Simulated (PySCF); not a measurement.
Magnetisability: `FC(=C([C-](C#N)C(F)(F)F)F)F`, [C5F6N]-, charge -1

Geometry:
| atom | x (Å) | y (Å) | z (Å) |
| --- | --- | --- | --- |
| N1 | -0.037 | 0.512 | -2.784 |
| C2 | -0.147 | 0.316 | -1.650 |
| C3 | -0.329 | 0.090 | -0.299 |
| C4 | 0.745 | -0.191 | 0.586 |
| F5 | 0.414 | -0.382 | 1.896 |
| C6 | 2.057 | -0.300 | 0.315 |
| F7 | 2.626 | -0.155 | -0.900 |
| F8 | 3.013 | -0.571 | 1.240 |
| C9 | -1.691 | 0.152 | 0.234 |
| F10 | -2.132 | -0.996 | 0.841 |
| F11 | -1.896 | 1.105 | 1.200 |
| F12 | -2.622 | 0.419 | -0.703 |

Total charge -1.

The calculation used GIAO HSE06/cc-pVDZ magnetisability, rotational g tensor and spin-rotation constants, non-relativistic, gas phase (PySCF). Geometry: GFN2-xTB.

For an ion the centre-of-mass motion in the field is neglected.

(1) What are the magnetisability and the molar susceptibility?

(2) Split it along the inertial axes a, b, c into diamagnetic and paramagnetic parts about the centre of mass, with the quadrupole moment.

(3) And the rotational g tensor?

Results:

(1) Isotropic -1312 × 10⁻³⁰ J/T², or -79.0 × 10⁻⁶ cm³/mol; principal values -1373, -1284, -1280 × 10⁻³⁰ J/T², anisotropy 91 × 10⁻³⁰ J/T² (root of half the summed squared differences of the principal values). The susceptibility is in cgs units.

(2) 
```csv
axis,χ (10⁻⁶ cm³/mol),diamagnetic (10⁻⁶ cm³/mol),paramagnetic (10⁻⁶ cm³/mol),summed x² of all electrons (Å²),quadrupole Θ (D Å)
a,-77.1,-877.3,800.2,348.6,-3.35
b,-82.7,-1624.1,1541.5,172.5,-15.04
c,-77.3,-2210.9,2133.6,34.2,+18.39
```
Anisotropies 2χaa − χbb − χcc = +5.9 and 2χbb − χaa − χcc = -11.0 × 10⁻⁶ cm³/mol. Θ is traceless in Buckingham's convention.

(3) 
| axis | rotational constant (GHz) | g | nuclear part | electronic part |
| --- | --- | --- | --- | --- |
| a | 1.4017 | -0.0379 | 0.4891 | -0.5270 |
| b | 0.6837 | -0.0145 | 0.4807 | -0.4951 |
| c | 0.4992 | -0.0164 | 0.4839 | -0.5004 |

Asymmetric top; isotopes 12C, 19F, 14N; no vibrational averaging.
